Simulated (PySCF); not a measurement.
C4H13FSi4.
SMILES with atom numbers: `[CH3:1]/[CH:2]=[CH:3]/[Si@@H:4]1[CH2:5][SiH2:6][SiH2:7][Si@@H:8]1[F:9]`

Probes without a nucleus sit at each ring's centroid and 1 Å off its mean plane on both sides; NICS is minus the shielding there, NICSzz its component along the normal. Level: GIAO PBE0/pcSseg-1 (PySCF, non-relativistic, gas phase) on the GFN2-xTB geometry, one conformer.

Ring bond lengths (Å), with Mayer bond orders in brackets: Si4–C5 1.920 (0.90), C5–Si6 1.917 (0.90), Si6–Si7 2.331 (0.87), Si7–Si8 2.335 (0.84), Si8–Si4 2.332 (0.90).

Q: Give the NICS values of each ring in ppm.

A: 
```tsv
ring	type	NICS(0)	NICS(1), two faces	NICS(1)zz, two faces	rms pucker (Å)	centre to ring atoms, mean (Å)
Si4–C5–Si6–Si7–Si8	5-membered ring with 4 Si; formal bonds all single	-1.8	-3.3 / -1.4	0.0 / 1.9	0.20	1.82
```

Q: What do they say, and how far can they be read as aromaticity?

A: 
- Si4–C5–Si6–Si7–Si8: mean NICS(1)zz 0.9 ppm, near zero. Si4, C5, Si6, Si7, Si8 have four or more neighbours, and the NICS criterion for π rings isn't applied.

Q: Give the inner angles of the rings and the Hirshfeld charges of the ring atoms.

A: 
- Si4–C5–Si6–Si7–Si8: Si4 102.7° (+0.261 e), C5 116.0° (-0.251 e), Si6 104.8° (+0.239 e), Si7 100.4° (+0.139 e), Si8 102.4° (+0.261 e); sum 526.2° against 540° for a flat convex ring.
